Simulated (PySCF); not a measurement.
Bonds (- single, = double, # triple, : aromatic): C1=C2, C2-O3, O3-C4, C4=O5, C4-C6, C6=C7. C1 carries H8, H9; C2 carries H10; C6 carries H11; C7 carries H12, H13. H12 is cis to C4; H8 is cis to O3; H13 is trans to C4; H9 is trans to O3.

GIAO shifts from PySCF 2.14.0 with density-fitted response routines on PBE0-D3(BJ)/def2-TZVP geometries (one conformer, non-relativistic, equivalent nuclei averaged), against TMS at the same level and in the same medium; PCM means IEF-PCM chloroform.

Measured (solution, not stated per compound (mostly CDCl3 or CCl4); Pretsch, Buehlmann, Badertscher, Structure Determination of Organic Compounds, 4th ed. (2009)): H10 7.39, H9 4.62, H8 4.96 ppm.

Problem. Which unscaled values do B97-2/pcSseg-2, gas; WP04/pcSseg-2, PCM; wB97X-D/pcSseg-2, PCM give, and how close are they?

Solution. 
```json
{"atoms": "H10", "measured": "7.39", "B97-2/pcSseg-2, gas": "8.13", "WP04/pcSseg-2, PCM": "7.91", "wB97X-D/pcSseg-2, PCM": "8.16"}
{"atoms": "H9", "measured": "4.62", "B97-2/pcSseg-2, gas": "4.72", "WP04/pcSseg-2, PCM": "4.80", "wB97X-D/pcSseg-2, PCM": "4.98"}
{"atoms": "H8", "measured": "4.96", "B97-2/pcSseg-2, gas": "5.12", "WP04/pcSseg-2, PCM": "5.11", "wB97X-D/pcSseg-2, PCM": "5.34"}
```

Mean absolute error for 1H: B97-2/pcSseg-2, gas 0.33, WP04/pcSseg-2, PCM 0.28, wB97X-D/pcSseg-2, PCM 0.50 ppm.
